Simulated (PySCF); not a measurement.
# Computed properties of YF₂, SMILES [F][Y+][F], charge +1

YF2, SMILES [F][Y+][F], charge +1. Coordinates come from a B3LYP-D3(BJ)/def2-TZVP optimisation. The multiplicity is an assumed one; other spin states were not compared. The isomer is the one that the SMILES or the coordinates give; other isomers of the formula were not compared. The def2 effective core potentials stand for the cores of Y; spin–orbit coupling is left out. One conformer was computed; it need not be the lowest. All values are computed for the isolated molecule unless a solvent is named; none is compared with measurement here.

**Structure.** The optimised structure has C2v symmetry. All 3 harmonic modes at B3LYP-D3(BJ)/def2-TZVP (PySCF) are real, so it is a minimum. With heavy atoms numbered as in [Y+:1]([F:2])[F:3], the shortest bond between them is Y1–F2 at 1.920 Å and the longest Y1–F3 at 1.920 Å.

**Vibrations.** The strongest infrared lines (harmonic, unscaled, degenerate partners summed) lie at 671 cm⁻¹ (219 km/mol, F 77 %, Y 23 %), 679 cm⁻¹ (68 km/mol, F 87 %, Y 13 %), 148 cm⁻¹ (24 km/mol, F 83 %, Y 17 %). The softest mode is at 148 cm⁻¹ and the zero-point energy is 2.1 kcal/mol.

**Electronic structure.** B3LYP/def2-TZVPD (PySCF) places the frontier levels at -16.05 and -8.58 eV, a gap of 7.47 eV and a mean polarisability of 22.3 bohr³. PBE/def2-TZVPD (PySCF) at the same geometry gives -14.47 and -8.90 eV, so its gap is 1.90 eV narrower. An orbital gap is neither the optical nor the fundamental gap.

**Excitations.** TDA-M06-2X/def2-TZVPD (PySCF) has S1 at 7.43 eV (167 nm, f = 0.005, weak); the most intense of the 10 singlets computed lies at 7.80 eV (f = 0.02). T1 (TDA) is at 7.38 eV, 0.05 eV under S1. TDA-PBE/def2-TZVPD (PySCF) puts S1 at 5.59 eV. No vertical singlet excitation falls in the visible range (under 3.1 eV).
